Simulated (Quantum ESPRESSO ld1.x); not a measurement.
Input (ld1.x (Quantum ESPRESSO 7.5)):

```
 &input
    atom='Tb',
    iswitch=1,
    rel=1,
    lsd=1,
    dft='PW',
    config='[Kr] 4d10 4f7 5s2 5p3',
    verbosity='high',
    prefix='ld1',
    max_out_wfc=37,
    file_charge='ld1.rho',
 /
```

Standard output:

```
     Program LD1 v.7.5 starts

     --------------------------- All-electron run ----------------------------

     scalar relativistic calculation

     atomic number is 65.00
     dft =PW   lsd =1 sic =0 latt =0  beta=0.20 tr2=1.0E-14
     Exchange-correlation= PW
                           (   1   4   0   0   0   0   0)
     mesh =2099 r(mesh) = 100.44524 a.u. xmin = -8.00 dx = 0.00800
     1 Ry =  13.60569312 eV, c = 137.03599908

     n l     nl                  e(Ry)          e(Ha)          e(eV)
     1 0     1S 1( 1.00)   -3816.204006309   -1908.102003155 -51922.1006046
     2 0     2S 1( 1.00)    -639.314702124    -319.657351062  -8698.3196461
     2 1     2P 1( 3.00)    -569.203965753    -284.601982876  -7744.4144824
     3 0     3S 1( 1.00)    -148.083492241     -74.041746120  -2014.7785520
     3 1     3P 1( 3.00)    -126.462339096     -63.231169548  -1720.6077774
     4 0     4S 1( 1.00)     -35.790978006     -17.895489003   -486.9610633
     4 1     4P 1( 3.00)     -28.640064644     -14.320032322   -389.6679306
     3 2     3D 1( 5.00)     -98.206605689     -49.103302844  -1336.1689397
     4 2     4D 1( 5.00)     -18.814458747      -9.407229374   -255.9837520
     4 3     4F 1( 7.00)      -8.030696493      -4.015348247   -109.2631920
     5 0     5S 1( 1.00)     -10.592228867      -5.296114433   -144.1146155
     5 1     5P 1( 3.00)      -8.591438925      -4.295719463   -116.8924815
     1 0     1S 2( 1.00)   -3816.181757929   -1908.090878965 -51921.7979000
     2 0     2S 2( 1.00)    -639.292028229    -319.646014115  -8698.0111521
     2 1     2P 2( 3.00)    -569.178690244    -284.589345122  -7744.0705916
     3 0     3S 2( 1.00)    -147.830857758     -73.915428879  -2011.3412848
     3 1     3P 2( 3.00)    -126.209866307     -63.104933153  -1717.1727101
     4 0     4S 2( 1.00)     -35.259798412     -17.629899206   -479.7339968
     4 1     4P 2( 3.00)     -28.112864946     -14.056432473   -382.4950133
     3 2     3D 2( 5.00)     -98.006222646     -49.003111323  -1333.4425895
     4 2     4D 2( 5.00)     -18.288128803      -9.144064402   -248.8226683
     4 3     4F 2( 0.00)      -7.495953169      -3.747976585   -101.9876385
     5 0     5S 2( 1.00)     -10.106506935      -5.053253468   -137.5060319
     5 1     5P 2( 0.00)      -8.144923205      -4.072461603   -110.8173256

     final scf error:  5.6E-15 reached in  38 iterations

     Etot =  -23377.104166 Ry,  -11688.552083 Ha, -318061.705388 eV
     Total magnetization:   10.00 Bohr mag.

     Ekin =   25159.447809 Ry,   12579.723904 Ha,  342311.726032 eV
     Encl =  -56693.436668 Ry,  -28346.718334 Ha, -771353.501387 eV
     Eh   =    8646.799732 Ry,    4323.399866 Ha,  117645.703648 eV
     Exc  =    -489.915039 Ry,    -244.957520 Ha,   -6665.633681 eV

     normalization and overlap integrals

     s(1S/1S) =  1.000000  <r> =   0.0215  <r2> =    0.0006  r(max) =   0.0136
     s(1S/2S) = -0.023728
     s(1S/3S) = -0.010287
     s(1S/4S) = -0.004984
     s(1S/5S) = -0.002235
     s(2S/2S) =  1.000000  <r> =   0.0916  <r2> =    0.0099  r(max) =   0.0774
     s(2S/3S) = -0.006472
     s(2S/4S) = -0.003000
     s(2S/5S) = -0.001333
     s(2P/2P) =  1.000000  <r> =   0.0809  <r2> =    0.0080  r(max) =   0.0629
     s(2P/3P) = -0.005205
     s(2P/4P) = -0.002283
     s(2P/5P) = -0.000968
     s(3S/3S) =  1.000000  <r> =   0.2397  <r2> =    0.0657  r(max) =   0.2208
     s(3S/4S) = -0.002119
     s(3S/5S) = -0.000912
     s(3P/3P) =  1.000000  <r> =   0.2384  <r2> =    0.0659  r(max) =   0.2156
     s(3P/4P) = -0.001807
     s(3P/5P) = -0.000743
     s(4S/4S) =  1.000000  <r> =   0.5402  <r2> =    0.3293  r(max) =   0.5034
     s(4S/5S) = -0.000621
     s(4P/4P) =  1.000000  <r> =   0.5713  <r2> =    0.3711  r(max) =   0.5281
     s(4P/5P) = -0.000511
     s(3D/3D) =  1.000000  <r> =   0.2168  <r2> =    0.0552  r(max) =   0.1765
     s(3D/4D) = -0.001304
     s(4D/4D) =  1.000000  <r> =   0.6169  <r2> =    0.4407  r(max) =   0.5453
     s(4F/4F) =  1.000000  <r> =   0.7445  <r2> =    0.6801  r(max) =   0.5410
     s(5S/5S) =  1.000000  <r> =   1.2154  <r2> =    1.6469  r(max) =   1.1293
     s(5P/5P) =  1.000000  <r> =   1.3484  <r2> =    2.0315  r(max) =   1.2431
     s(1S/1S) =  1.000000  <r> =   0.0215  <r2> =    0.0006  r(max) =   0.0136
     s(1S/2S) = -0.023729
     s(1S/3S) = -0.010298
     s(1S/4S) = -0.004980
     s(1S/5S) = -0.002210
     s(2S/2S) =  1.000000  <r> =   0.0916  <r2> =    0.0099  r(max) =   0.0774
     s(2S/3S) = -0.006479
     s(2S/4S) = -0.002997
     s(2S/5S) = -0.001318
     s(2P/2P) =  1.000000  <r> =   0.0809  <r2> =    0.0080  r(max) =   0.0629
     s(2P/3P) = -0.005212
     s(2P/4P) = -0.002280
     s(2P/5P) = -0.000948
     s(3S/3S) =  1.000000  <r> =   0.2395  <r2> =    0.0655  r(max) =   0.2191
     s(3S/4S) = -0.002120
     s(3S/5S) = -0.000903
     s(3P/3P) =  1.000000  <r> =   0.2381  <r2> =    0.0657  r(max) =   0.2156
     s(3P/4P) = -0.001808
     s(3P/5P) = -0.000729
     s(4S/4S) =  1.000000  <r> =   0.5402  <r2> =    0.3293  r(max) =   0.5034
     s(4S/5S) = -0.000614
     s(4P/4P) =  1.000000  <r> =   0.5713  <r2> =    0.3710  r(max) =   0.5281
     s(4P/5P) = -0.000500
     s(3D/3D) =  1.000000  <r> =   0.2164  <r2> =    0.0550  r(max) =   0.1765
     s(3D/4D) = -0.001304
     s(4D/4D) =  1.000000  <r> =   0.6169  <r2> =    0.4406  r(max) =   0.5453
     s(4F/4F) =  1.000000  <r> =   0.7498  <r2> =    0.6930  r(max) =   0.5410
     s(5S/5S) =  1.000000  <r> =   1.2270  <r2> =    1.6806  r(max) =   1.1384
     s(5P/5P) =  1.000000  <r> =   1.3701  <r2> =    2.1005  r(max) =   1.2531

     ------------------------ End of All-electron run ------------------------
```

Run on one thread of a shared host, so times are rough (Intel(R) Xeon(R) Processor @ 2.60GHz): 0.94 s of CPU time, 0.96 s wall, 38 iterations on 2099 mesh points.
